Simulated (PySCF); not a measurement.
## Working out the ionisation energy of Co⁺

Co⁺ [Ar] 3d8 (3F) → Co²⁺ [Ar] 3d7 (4F). All numbers are calculated (PySCF 2.14, scalar relativity by spin-free X2C-1e, in x2c-TZVPPall (6s5p4d2f1g, 64 functions)). Frozen: [Ar]. Energies in hartree (1 hartree = 27.21139 eV):

```json
{"part": "UHF", "Co⁺ (lower)": "-1391.566955", "Co²⁺ (upper)": "-1391.045047"}
{"part": "CCSD correlation", "Co⁺ (lower)": "-0.257329", "Co²⁺ (upper)": "-0.177507"}
{"part": "(T)", "Co⁺ (lower)": "-0.008378", "Co²⁺ (upper)": "-0.003161"}
```

Question: What does Hartree-Fock give?

Answer: (-1391.045047) − (-1391.566955) = 0.521908 hartree = 14.202 eV.

Question: What do CCSD and CCSD(T) give?

Answer: The CCSD correlation energies differ by 0.079822 hartree = 2.172 eV and the triples by 0.005217 hartree = 0.142 eV, so CCSD gives 16.374 eV and CCSD(T) 16.516 eV.

A first-order spin-orbit estimate adds -0.010 eV to CCSD(T) (valence), giving 16.506 eV against 17.084 eV (measured; NIST Atomic Spectra Database, ionization energies).

What remains against the reference includes basis incompleteness, the frozen core and higher excitations.
